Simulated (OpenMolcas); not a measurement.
## Ti2+: moving the ligands

Ti2+ with 6 ligands (sulfide) in octahedral coordination (Oh) at 2.64 Å. A charge of +1.67 e stands 3.2 Å behind each ligand. Ligand basis ANO-RCC-VDZP.
```
Ti    0.0000    0.0000    0.0000
S     2.6400    0.0000    0.0000
S     0.0000    2.6400    0.0000
S    -2.6400    0.0000    0.0000
S     0.0000   -2.6400    0.0000
S     0.0000    0.0000    2.6400
S     0.0000    0.0000   -2.6400
```

* Program: OpenMolcas
* Method: SS-CASPT2, IPEA 0.25 Eh, imaginary shift 0.1 Eh (closed shells correlated: 3s 3p and the ligand valence shells)
* Basis: ANO-RCC-VDZP [5s4p2d1f]
* Scalar Hamiltonian: DKH2, point nucleus
* Active space: 2 electrons in 5 orbitals (3d)
* State averaging: 2S+1 = 3 even, 10 roots; 2S+1 = 1 even, 15 roots
* Spin-orbit coupling: RASSI with atomic mean-field integrals over the reference wave functions

Runs around this geometry, states (labels of O, the rotations of Oh). Energies in cm-1 above the lowest state or level, χT in cm3 K/mol; under a threefold ground state the first gap can be a small split of the lowest multiplet, not the spin-orbit step.

| R (Å) | Ground state | First state of that spin | First gap with spin-orbit (degeneracies) | χT at 300 K | First state of another spin |
| --- | --- | --- | --- | --- | --- |
| 2.49 | 3T1 | 3T2 2830 | 9 (2, 3) | 1.132 | 1T2 6390 |
| 2.64 | 3T1 | 3T2 2870 | 9 (2, 3) | 1.141 | 1T2 7190 |
| 2.7 | 3T1 | 3T2 2680 | 10 (2, 3) | 1.146 | 1T2 7320 |

Roots that are degenerate in the reference are averaged as groups; the widest CASPT2 spread within a group is 85 cm-1 (the 3-fold group of multiplicity 1 near 14900 cm-1 above the lowest state of its run, R = 2.64). Shifts and gaps below about the spread of the groups concerned are not significant. Over all roots computed the reference weight is 0.61 to 0.63 in R = 2.49, 0.62 to 0.64 in R = 2.64, 0.63 to 0.65 in R = 2.7; a low but even weight reflects the number of correlated electrons. An orbital triplet at a regular site is open to Jahn-Teller coupling, which can distort the site and quench the lowest spin-orbit gaps and is left out. The sulfide ions are held by bare point charges, a crude embedding. Ligand-to-metal charge-transfer states are missing. These CASPT2 states fit no ligand-field parameters well, so their order and spin gaps are uncertain. With no ligand orbital active B as a rule stays too high, so bands that hang on it stand too high and its fall with covalency is understated. With one d shell and no ligand orbital active, 10Dq can be off by tens of per cent for divalent 3d ions, low with halides held by bare charges and at times high in hosts. The least metal-like active orbital is 84 % on the metal (Löwdin) and no ligand orbital is active, so the numbers are rough (holds for R = 2.49). Free-ion shares, where given, are those of the reference states; single-state CASPT2 does not remix them (holds for R = 2.64; R = 2.7). No measured value stands beside these numbers; the geometry is a model, was not optimised and need not be the one that this ion takes.
